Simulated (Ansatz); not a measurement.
Species: CH2S3, SMILES `S=C(S)S` (S–C–S–H torsion 0°, S–C–S–H torsion -180°) (charge 0, multiplicity 1), formula CH$_{2}$S$_{3}$.

Q: How many basis functions does frozen-core CCSD(T)/cc-pVTZ // B3LYP-D3(BJ)/def2-TZVP in Ansatz (a program for electronic structure) use, how many core orbitals are frozen, and how many electrons are correlated?

A: 160 basis functions and 16 frozen orbitals, which leaves 24 correlated electrons. Core time is of the order of minutes.
